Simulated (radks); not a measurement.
The numbers below are computed, except where a source is named.
The nuclear charge of the manganese ion Mn2+ is varied continuously with 23 electrons held in [Ar] 3d5. Code: a radial shooting solver on a logarithmic mesh with Libxc functionals. Model: Dirac Kohn-Sham, PBE, spin-unpolarised, spherical densities, finite nucleus; open shells fill j = l - 1/2 first; Fermi nuclear charge, rms radius 3.7057 fm. By the Hellmann-Feynman theorem dE/dZ = E(electron-nucleus)/Z, the electronic potential at the nucleus (averaged over a nucleus of fixed radius).

\begin{tabular}{lrrrrr}
Z & E (hartree) & E(electron-nucleus)/Z (hartree) & HOMO & e(HOMO) (eV) & <r> HOMO (bohr) \\ \hline
24 & -1050.29260 & -104.271 & 3d5/2 & -9.815 & 1.421 \\
24.2 & -1071.26206 & -105.423 & 3d5/2 & -12.293 & 1.352 \\
24.4 & -1092.46183 & -106.574 & 3d5/2 & -14.986 & 1.293 \\
24.6 & -1113.89145 & -107.722 & 3d5/2 & -17.879 & 1.240 \\
24.8 & -1135.55055 & -108.869 & 3d5/2 & -20.965 & 1.193 \\
25 & -1157.43881 & -110.014 & 3d5/2 & -24.234 & 1.152 \\
25.2 & -1179.55600 & -111.158 & 3d5/2 & -27.678 & 1.114 \\
25.4 & -1201.90191 & -112.301 & 3d5/2 & -31.291 & 1.079 \\
25.6 & -1224.47639 & -113.444 & 3d5/2 & -35.069 & 1.048 \\
25.8 & -1247.27933 & -114.586 & 3d5/2 & -39.007 & 1.018 \\
26 & -1270.31062 & -115.727 & 3d5/2 & -43.100 & 0.9914 \\
\end{tabular}

The central difference of E at Z = 25 is -110.014 hartree, to compare with the third column; the second derivative is -5.72 hartree.
